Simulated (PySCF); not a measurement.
A structure optimised at PBE-D3(BJ)/def2-SVP, used in a PySCF frequency run:

```
C
H 1 1.1103
H 1 1.1117 2 106.47
C 1 1.5319 2 111.39 3 122.05
H 4 1.1086 1 111.03 2 62.16
H 4 1.1094 5 107.73 1 122.49
H 4 1.1097 5 107.25 6 115.31
Ge 1 1.9618 2 107.00 3 -114.56
F 8 1.7703 1 105.97 2 -66.83
H 8 1.5534 9 106.22 5 -145.00
H 8 1.5545 10 112.02 9 114.85
```
Charge 0, spin multiplicity 1.

**Question.** Write its SMILES and formula.

**Answer.** C[CH2][GeH2][F], C₂H₇FGe

**Question.** What are its rotational constants (standard atomic weights)?

**Answer.** 7.4159, 3.1375, 2.4690 GHz
